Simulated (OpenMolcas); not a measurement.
# How methods differ on CH7AlOSi (SMILES [CH3][AlH][O][SiH3])

The species is CH7AlOSi (11 atoms), meant as a singlet with charge 0. As SMILES, `[CH3][AlH][O][SiH3]`. The shape is that of a PBE0-D4/def2-TZVP optimisation. This is one conformer, not always the lowest.

```tsv
atom	x (Å)	y (Å)	z (Å)
C	-1.5161	1.5368	-0.4274
Al	-1.1482	-0.1719	0.4194
O	0.4075	-0.8233	0.3504
Si	1.9607	-1.2208	0.1134
H	-0.7966	1.7742	-1.2149
H	-1.4670	2.3454	0.3109
H	-2.5216	1.5665	-0.8570
H	-2.2265	-1.0181	1.2097
H	2.7315	-1.0466	1.3740
H	2.5735	-0.3599	-0.9363
H	2.0681	-2.6394	-0.3215
```

Quantity: the dipole moment, in D. The values are calculated.

```csv
level,kind,program,value (D),CPU time
revPBE/cc-pVDZ,GGA,OpenMolcas,1.18,38 s
M06-L/cc-pVDZ,meta-GGA,OpenMolcas,1.14,49 s
TPSS/cc-pVDZ,meta-GGA,OpenMolcas,1.13,50 s
r2SCAN/cc-pVDZ,meta-GGA,OpenMolcas,1.18,47 s
B3LYP/cc-pVDZ,global hybrid,OpenMolcas,1.14,37 s
BHLYP/cc-pVDZ,global hybrid,OpenMolcas,1.13,34 s
M06-2X/cc-pVDZ,hybrid meta-GGA,OpenMolcas,1.14,50 s
PBE0/cc-pVDZ,global hybrid,OpenMolcas,1.18,34 s
```

The values span 1.13 to 1.18 D. Magnitudes only. Times are those of the runs behind each value, whatever else they computed, on shared processors of several kinds: orders of magnitude only.
